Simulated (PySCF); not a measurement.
P: excitation energy

P [Ne] 3s2 3p3 (4S) → P [Ne] 3s1 3p3 4s1 (6S), as a difference of total energies. Computed with PySCF 2.14 in x2c-QZVPPall with one added diffuse shell each of s, p, d, f type (10s7p5d3f1g, 86 functions), with the spin-free X2C one-electron Hamiltonian (Gaussian nucleus). Correlated levels: valence and next inner shell: 1s2 frozen. The calculations carry no spin-orbit coupling.

| method | excitation energy (eV) |
| --- | --- |
| UHF | 10.668 |
| MP2 (valence and next inner shell) | 12.419 |
| SCS-MP2 (valence and next inner shell) | 12.882 |
| CCSD (valence and next inner shell) | 12.484 |
| CCSD(T) (valence and next inner shell) | 12.597 |

Question: How much does correlation contribute at CCSD(T) (valence and next inner shell)?

Answer: 12.597 − (10.668) = 1.929 eV, measured against UHF.

The upper state lies above the first ionisation limit, but in LS coupling its spin forbids autoionisation to the ground ion. A Rydberg-like electron needs more diffuse functions than a valence basis has.

The promoted electron is Rydberg-like, and one or two diffuse shells describe it only roughly, which tends to raise the upper state.
